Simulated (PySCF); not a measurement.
Which element holds O most strongly?

r²SCAN in PySCF with def2-TZVPP on every atom (core potentials on Ru, Sn), for the lowest determinant that a PBE0 search found; no spin–orbit coupling. D0 is De less the harmonic zero-point energy.

```tsv
M	state (unpaired electrons)	Re (Å)	ωe (cm⁻¹)	D0(MO) (eV)
Ru	quintet (σ ↑, π ↑↑, δ ↑)	1.692	936	5.37
Zn	triplet (σ ↑, π ↑)	1.852	541	1.67
Si	singlet (closed shell)	1.515	1248	8.05
As	doublet (π ↑)	1.624	1005	4.93
Cu	doublet (π ↑)	1.717	658	3.04
Ge	singlet (closed shell)	1.629	1006	6.84
Sn	singlet (closed shell)	1.828	850	5.60
```

Q: Order the elements by D0 and give the energy of GeO + Sn → SnO + Ge.

A: Si > Ge > Sn > Ru > As > Cu > Zn; ΔE = 6.84 − 5.60 = +1.24 eV at r²SCAN/def2-TZVPP. Close neighbours can swap at other levels.

The metal atom is held in its measured ground configuration; semilocal functionals can put another filling of s and d lower by some tenths of an eV, and De to that atom would be smaller. Spin–orbit coupling is left out, which matters for elements this heavy, above all for dissociation energies. States were picked by a PBE0 search and need not be the measured ground states.
